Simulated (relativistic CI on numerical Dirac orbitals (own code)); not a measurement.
Hyperfine structure of Pm XXII, mass number 147

Computed by Dirac-Coulomb-Breit CI, KLI orbitals optimised for each configuration, QED by a radiative potential, unscaled Slater integrals (own radial code, finite nucleus).

Configurations in the expansion (outside the closed core [Ar] 3d10): 4s2.4p6.4d4, 4s2.4p5.4d5, 4s2.4p6.4d3.4f, 4s.4p6.4d5, 4s2.4p6.4d3.5s, 4s.4p6.4d4.4f, 4s2.4p6.4d3.5p, 4s2.4p6.4d2.4f.5s, 4s2.4p6.4d3.5d, 4s2.4p6.4d2.5s.5p, 4s2.4p6.4d3.6s, 4p6.4d6, 4p5.4d7, 4s2.4p6.4d2.5s2, 4s2.4p6.4d.4f.5s2, 4s.4p6.4d2.4f.5s2, 4s2.4p6.4d.5s2.5p. Double excitations out of closed p, d and f shells are left out; levels of such configurations are missing from the list, as are those of other unlisted configurations, and high levels can miss mixing partners.

Nuclear spin I = 7/2, μ = 2.58 μN, Q = 0.74 b (tables of Stone and Pyykkö). The electronic factors are computed for point nuclear moments, without core polarisation or the Bohr-Weisskopf and QED corrections.

```
           Level  E (cm⁻¹)  A (MHz)  B (MHz)
4s2.4p6.4d4 5D_1   25710.1   -53.35     1820
4s2.4p6.4d4 5D_2   43147.6     1755     1860
4s2.4p6.4d4 5D_3   53750.4     2942     -226
4s2.4p6.4d4 3G_3   92648.2     4317     1090
4s2.4p6.4d4 3F_2   94583.8     3647     2940
4s2.4p6.4d4 3H_5  100595.1     4253     3960
4s2.4p6.4d4 3P_1  103001.4     3844     -127
4s2.4p6.4d4 3H_6  108245.0     4414     4300
```

Levels with J = 0, under 50 % of one LS term, or S terms without an open s electron are left out. Small factors come from cancelling terms and can be off by tens of per cent or more.

At this charge energies of transitions that change n are usually good to better than 1 %, and those within a shell (Δn = 0) to a few per cent. Terms inside the open d or f shell come out 10 to 20 % too wide with unscaled integrals.

(1) Give the hyperfine levels of 4s2.4p6.4d4 5D_2 relative to its centre of gravity.

## Answers

(1) With K = F(F + 1) − I(I + 1) − J(J + 1), E = AK/2 + B[¾K(K + 1) − I(I + 1)J(J + 1)]/[2I(2I − 1)J(2J − 1)]: F = 3/2: -14800, F = 5/2: -11240, F = 7/2: -5797, F = 9/2: 2001, F = 11/2: 12750 MHz.

LS names give the leading component of a level, which can be under half, so a name can repeat, a term be missing and a line seem to break the LS rules.
